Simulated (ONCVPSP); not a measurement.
# Reading a pseudo-wave (Sc (Z = 21))

Columns: radius, all-electron u(r) and pseudo u(r) of the 3d shell (level -17.87 eV) of scandium in the configuration [Ne] 3s2 3p6 3d1; Wu-Cohen, scalar-relativistic, ONCV scheme, ONCVPSP 4.0.1.

```json
{"r (bohr)": "0.113", "all-electron": "0.0350", "pseudo": "0.0032"}
{"r (bohr)": "0.225", "all-electron": "0.1516", "pseudo": "0.0243"}
{"r (bohr)": "0.338", "all-electron": "0.3026", "pseudo": "0.0767"}
{"r (bohr)": "0.450", "all-electron": "0.4459", "pseudo": "0.1648"}
{"r (bohr)": "0.563", "all-electron": "0.5656", "pseudo": "0.2863"}
{"r (bohr)": "0.675", "all-electron": "0.6555", "pseudo": "0.4272"}
{"r (bohr)": "0.788", "all-electron": "0.7179", "pseudo": "0.5731"}
{"r (bohr)": "0.900", "all-electron": "0.7548", "pseudo": "0.7030"}
{"r (bohr)": "1.013", "all-electron": "0.7715", "pseudo": "0.8039"}
{"r (bohr)": "1.125", "all-electron": "0.7725", "pseudo": "0.8648"}
{"r (bohr)": "1.238", "all-electron": "0.7618", "pseudo": "0.8854"}
{"r (bohr)": "1.350", "all-electron": "0.7429", "pseudo": "0.8703"}
{"r (bohr)": "1.463", "all-electron": "0.7178", "pseudo": "0.8288"}
{"r (bohr)": "1.575", "all-electron": "0.6889", "pseudo": "0.7723"}
{"r (bohr)": "1.688", "all-electron": "0.6569", "pseudo": "0.7100"}
{"r (bohr)": "1.800", "all-electron": "0.6234", "pseudo": "0.6511"}
{"r (bohr)": "1.913", "all-electron": "0.5887", "pseudo": "0.5994"}
{"r (bohr)": "2.025", "all-electron": "0.5542", "pseudo": "0.5568"}
{"r (bohr)": "2.138", "all-electron": "0.5198", "pseudo": "0.5200"}
{"r (bohr)": "2.250", "all-electron": "0.4867", "pseudo": "0.4867"}
{"r (bohr)": "2.363", "all-electron": "0.4545", "pseudo": "0.4545"}
{"r (bohr)": "2.475", "all-electron": "0.4240", "pseudo": "0.4240"}
{"r (bohr)": "2.588", "all-electron": "0.3947", "pseudo": "0.3947"}
{"r (bohr)": "2.700", "all-electron": "0.3672", "pseudo": "0.3672"}
{"r (bohr)": "2.813", "all-electron": "0.3408", "pseudo": "0.3408"}
{"r (bohr)": "2.925", "all-electron": "0.3161", "pseudo": "0.3161"}
```

Question: How many radial nodes do the two functions have?

Answer: The all-electron 3d function has n − l − 1 = 0; the pseudo-wave has 0.

Question: At about which radius was the pseudo-wave matched?

Answer: 2.25 bohr, where the columns begin to agree (steps of 0.11 bohr).

Question: Is the pseudo-wave norm-conserving?

Answer: Yes: the ONCV scheme keeps the norm inside the radius equal to the all-electron one, which fixes the energy derivative of the logarithmic derivative at the level.
